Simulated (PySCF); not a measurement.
The numbers are results of PySCF 2.14.0 with PBE-D3(BJ)/def2-TZVP // PBE0-D4/def2-TZVP, not measurements. Gas-phase values, no solvent. One relaxed conformer stands for a flexible species; it need not be the lowest. Excitations are Tamm–Dancoff values on a coarser integration grid. The basis has no diffuse functions, so Rydberg states are missing or too high.

Reference species (SMILES): `O[SiH3]` (neutral, multiplicity 1).

The LUMO is -0.83 eV, the T1 excitation (TDA) comes out as 6.15 eV and the S1–T1 gap (TDA) is 0.35 eV. The S1 excitation (TDA) is 6.50 eV.

Changed species: `O=C[SiH2]O` (O–C–Si–O torsion 0°, C–Si–O–H torsion 0°) (X = formyl; the reference has X = H).

**Question.** What does the change do to the LUMO, T1 excitation (TDA), S1–T1 gap (TDA) and S1 excitation (TDA)?

**Answer.** the LUMO falls by 2.16 eV, to -2.99 eV; the T1 excitation (TDA) decreases by 3.65 eV, to 2.50 eV; the S1–T1 gap (TDA) increases by 0.42 eV, to 0.77 eV; the S1 excitation (TDA) falls by 3.23 eV, to 3.27 eV.
